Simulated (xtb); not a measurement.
C4NiO4, singlet, from a rough starting geometry (GFN-xTB shapes and energies of metal compounds can be far from the true ones); GFN2-xTB in xtb 6.7.1.

xtb was given this input:
```
$ xtb mol.xyz --gfn 2 --opt vtight --json

# file mol.xyz
9

Ni     0.02213442     0.02187485    -0.02049117
O      1.92663249     1.47651724    -1.53552431
C      1.14690549     0.87351122    -0.99441915
O      1.47136139    -1.37180225     2.20444846
C      0.88904492    -0.90023360     1.31668688
O     -1.48274579    -1.96472556    -1.67983318
C     -0.84292913    -1.17911376    -1.01749182
O     -1.92495070     1.83877634     1.19589249
C     -1.18902719     1.13765968     0.69511276
```

**Question.** Write the output that xtb gives for this input, abridged.

**Answer.** 
```
   ID    Z sym.   atoms
    1   28 Ni     1
    2    8 O      2, 4, 6, 8
    3    6 C      3, 5, 7, 9

           -------------------------------------------------
          |                Calculation Setup                |
           -------------------------------------------------

           -------------------------------------------------
          |                 G F N 2 - x T B                 |
           -------------------------------------------------

          ...................................................
          :                      SETUP                      :
          :.................................................:
          :  # basis functions                  42          :
          :  # atomic orbitals                  41          :
          :  # shells                           19          :
          :  # electrons                        50          :
          :  max. iterations                   250          :
          :  Hamiltonian                  GFN2-xTB          :
          :  restarted?                      false          :
          :  GBSA solvation                  false          :
          :  PC potential                    false          :
          :  electronic temp.          300.0000000     K    :
          :  accuracy                    1.0000000          :
          :  -> integral cutoff          0.2500000E+02      :
          :  -> integral neglect         0.1000000E-07      :
          :  -> SCF convergence          0.1000000E-05 Eh   :
          :  -> wf. convergence          0.1000000E-03 e    :
          :  Broyden damping             0.4000000          :
          :  net charge                          0          :
          :  unpaired electrons                  0          :
          ...................................................

 iter      E             dE          RMSdq      gap      omega  full diag
   1    -29.6953486 -0.296953E+02  0.100E+01    4.38       0.0  T
   2    -29.7796817 -0.843332E-01  0.562E+00    3.46       1.0  T
   3    -29.7540043  0.256774E-01  0.260E+00    2.91       1.0  T
   4    -29.7974572 -0.434529E-01  0.159E+00    3.06       1.0  T
   5    -29.8010634 -0.360618E-02  0.820E-01    3.22       1.0  T
   6    -29.8036704 -0.260706E-02  0.136E-01    3.14       1.0  T
   7    -29.8035178  0.152593E-03  0.251E-01    3.05       1.0  T
   8    -29.8037238 -0.205987E-03  0.418E-02    3.10       1.0  T
   9    -29.8037270 -0.319322E-05  0.316E-02    3.11       1.1  T
  10    -29.8037297 -0.267888E-05  0.169E-02    3.11       2.0  T
  11    -29.8037304 -0.732765E-06  0.608E-03    3.11       5.5  T
  12    -29.8037306 -0.168180E-06  0.119E-03    3.11      28.1  T
  13    -29.8037306  0.234078E-09  0.138E-03    3.11      24.2  T
  14    -29.8037306 -0.657072E-08  0.248E-04    3.11     134.4  T
  15    -29.8037306 -0.232596E-09  0.256E-05    3.11    1300.5  T

   *** convergence criteria satisfied after 15 iterations ***

         :::::::::::::::::::::::::::::::::::::::::::::::::::::
         ::                     SUMMARY                     ::
         :::::::::::::::::::::::::::::::::::::::::::::::::::::
         :: total energy             -29.535004463167 Eh    ::
         :: gradient norm              0.211090511250 Eh/a0 ::
         :: HOMO-LUMO gap              3.106664166628 eV    ::
         ::.................................................::
         :: SCC energy               -29.803704786337 Eh    ::
         :: -> isotropic ES            0.043107510537 Eh    ::
         :: -> anisotropic ES         -0.000732416333 Eh    ::
         :: -> anisotropic XC          0.007321913954 Eh    ::
         :: -> dispersion             -0.007283666159 Eh    ::
         :: repulsion energy           0.268700323170 Eh    ::
         :: add. restraining           0.000000000000 Eh    ::
         :: total charge              -0.000000000000 e     ::
         :::::::::::::::::::::::::::::::::::::::::::::::::::::

      -----------------------------------------------------------
     |                   =====================                   |
     |                        A N C O P T                        |
     |                   =====================                   |
     |               Approximate Normal Coordinate               |
     |                Rational Function Optimizer                |
      -----------------------------------------------------------
      -----------------------------------------------------------
     |                   =====================                   |
     |                        A N C O P T                        |
     |                   =====================                   |
     |               Approximate Normal Coordinate               |
     |                Rational Function Optimizer                |
      -----------------------------------------------------------

          ...................................................
          :                      SETUP                      :
          :.................................................:
          :   optimization level         verytight          :
          :   max. optcycles                   200          :
          :   ANC micro-cycles                  20          :
          :   degrees of freedom                21          :
          :.................................................:
          :   RF solver                   davidson          :
          :   write xtbopt.log                true          :
          :   linear?                        false          :
          :   energy convergence         0.1000000E-06 Eh   :
          :   grad. convergence          0.2000000E-03 Eh/α :
          :   maxmium RF displ.          1.0000000          :
          :   Hlow (freq-cutoff)         0.1000000E-01      :
          :   Hmax (freq-cutoff)         5.0000000          :
          :   S6 in model hess.         20.0000000          :
[...]
 * total energy  :   -29.5517635 Eh     change       -0.6087653E-04 Eh
 * total energy  :   -29.5517768 Eh     change       -0.1324596E-04 Eh
 * total energy  :   -29.5517910 Eh     change       -0.1420604E-04 Eh
 * total energy  :   -29.5518086 Eh     change       -0.1760557E-04 Eh
 * total energy  :   -29.5518222 Eh     change       -0.1364297E-04 Eh
 * total energy  :   -29.5518269 Eh     change       -0.4689740E-05 Eh
 * total energy  :   -29.5518296 Eh     change       -0.2627124E-05 Eh
 * total energy  :   -29.5518309 Eh     change       -0.1366388E-05 Eh
 * total energy  :   -29.5518313 Eh     change       -0.3746445E-06 Eh
 * total energy  :   -29.5518317 Eh     change       -0.3628009E-06 Eh
 * total energy  :   -29.5518318 Eh     change       -0.1540610E-06 Eh
 * total energy  :   -29.5518319 Eh     change       -0.6296515E-07 Eh
   *** GEOMETRY OPTIMIZATION CONVERGED AFTER 18 ITERATIONS ***
         :: total energy             -29.551831877501 Eh    ::
[...]
         :: gradient norm              0.000096978644 Eh/a0 ::
         :: HOMO-LUMO gap              3.580306598845 eV    ::
         ::.................................................::
         :: SCC energy               -29.851201098934 Eh    ::
         :: -> isotropic ES            0.046472680109 Eh    ::
         :: -> anisotropic ES          0.000084764283 Eh    ::
         :: -> anisotropic XC          0.007707399645 Eh    ::
         :: -> dispersion             -0.007211565440 Eh    ::
         :: repulsion energy           0.299369221433 Eh    ::
         :: add. restraining           0.000000000000 Eh    ::
         :: total charge               0.000000000000 e     ::
         :::::::::::::::::::::::::::::::::::::::::::::::::::::

           -------------------------------------------------
          |                Property Printout                |
           -------------------------------------------------

    * Orbital Energies and Occupations

         #    Occupation            Energy/Eh            Energy/eV
      -------------------------------------------------------------
         1        2.0000           -0.8117605             -22.0891
       ...           ...                  ...                  ...
        13        2.0000           -0.6328204             -17.2199
        14        2.0000           -0.6302030             -17.1487
        15        2.0000           -0.6301923             -17.1484
        16        2.0000           -0.6301870             -17.1483
        17        2.0000           -0.5823066             -15.8454
        18        2.0000           -0.5311068             -14.4522
        19        2.0000           -0.5310727             -14.4512
        20        2.0000           -0.5310321             -14.4501
        21        2.0000           -0.4494507             -12.2302
        22        2.0000           -0.4494153             -12.2292
        23        2.0000           -0.4295969             -11.6899
        24        2.0000           -0.4295760             -11.6894
        25        2.0000           -0.4295300             -11.6881 (HOMO)
        26                         -0.2979561              -8.1078 (LUMO)
        27                         -0.2977117              -8.1011
        28                         -0.2973834              -8.0922
        29                         -0.2968123              -8.0767
        30                         -0.2967782              -8.0757
        31                         -0.2967024              -8.0737
        32                         -0.2956404              -8.0448
        33                         -0.2955459              -8.0422
        34                          0.6033159              16.4171
        35                          0.6955252              18.9262
        36                          0.6992210              19.0268
       ...                                ...                  ...
        41                          0.9991222              27.1875
      -------------------------------------------------------------
                  HL-Gap            0.1315738 Eh            3.5803 eV
             Fermi-level           -0.3637431 Eh           -9.8980 eV

     #   Z          covCN         q      C6AA      α(0)
     1  28 Ni       3.521    -1.040   206.556    29.655
     2   8 O        0.856    -0.084    16.277     5.409
     3   6 C        1.736     0.344    23.674     7.872
     4   8 O        0.856    -0.084    16.276     5.409
     5   6 C        1.736     0.344    23.672     7.871
     6   8 O        0.856    -0.084    16.275     5.409
     7   6 C        1.736     0.344    23.673     7.871
     8   8 O        0.856    -0.084    16.275     5.409
     9   6 C        1.736     0.344    23.672     7.871

 Mol. C6AA /au·bohr⁶  :       2445.857698
 Mol. C8AA /au·bohr⁸  :      93291.181548
 Mol. α(0) /au        :         82.776102

Wiberg/Mayer (AO) data.
largest (>0.10) Wiberg bond orders for each atom

 ---------------------------------------------------------------------------
     #   Z sym  total        # sym  WBO       # sym  WBO       # sym  WBO
 ---------------------------------------------------------------------------
     1  28 Ni   4.804 --     5 C    1.053     3 C    1.053     9 C    1.053
                             7 C    1.053     2 O    0.148     4 O    0.148
                             6 O    0.148     8 O    0.148
     2   8 O    2.593 --     3 C    2.373     1 Ni   0.148
     3   6 C    3.560 --     2 O    2.373     1 Ni   1.053
     4   8 O    2.593 --     5 C    2.373     1 Ni   0.148
     5   6 C    3.560 --     4 O    2.373     1 Ni   1.053
     6   8 O    2.593 --     7 C    2.373     1 Ni   0.148
     7   6 C    3.560 --     6 O    2.373     1 Ni   1.053
     8   8 O    2.593 --     9 C    2.373     1 Ni   0.148
     9   6 C    3.560 --     8 O    2.373     1 Ni   1.053
 ---------------------------------------------------------------------------

Topologies differ in total number of bonds
Writing topology from bond orders to xtbtopo.mol

molecular dipole:
                 x           y           z       tot (Debye)
 q only:       -0.000       0.000      -0.000
   full:        0.001       0.000      -0.001       0.004
molecular quadrupole (traceless):
                xx          xy          yy          xz          yz          zz
 q only:       -0.002      -0.000       0.000      -0.000       0.002       0.002
  q+dip:        0.013      -0.004       0.003       0.006       0.004      -0.016
   full:       -0.013       0.004      -0.002      -0.005       0.000       0.015

optimized geometry written to: xtbopt.xyz

           -------------------------------------------------
          | TOTAL ENERGY              -29.551831877501 Eh   |
          | GRADIENT NORM               0.000096978644 Eh/α |
          | HOMO-LUMO GAP               3.580306598845 eV   |
           -------------------------------------------------
```
